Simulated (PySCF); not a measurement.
trifluoroacetic acid anion (C2HF3O2), SMILES FC(F)(F)C(O)=O (connectivity only; charge and spin as stated), charge -1, multiplicity 2. Geometry optimised at r2SCAN-D4/def2-SVPD. The spin state was assumed, not searched. The values are those of a single conformer.

All values below come from r2SCAN-D4/def2-SVPD (PySCF 2.14.0).

Harmonic wavenumbers (cm⁻¹): 84, 168, 224, 277, 381, 421, 474, 563, 584, 614, 729, 806, 979, 1082, 1175, 1261, 1566, 3746. Rotational constants (GHz): 3.734, 2.409, 1.993; symmetry number 1.

Question: Work out the zero-point energy and the ideal-gas rigid-rotor harmonic-oscillator thermochemistry at 298.15 K and 1 atm.

Answer: ZPE = ½ Σ hcν = ½ × 15135 cm⁻¹ = 21.64 kcal/mol. H − E(el) = 26.51 kcal/mol. Entropy in cal/(mol K): translation 40.11, rotation 27.29, vibration 14.53, spin 1.38, total 83.30. G − E(el) = 1.68 kcal/mol. Cp = 25.29 cal/(mol K). Modes under 150 cm⁻¹ make the vibrational entropy uncertain.
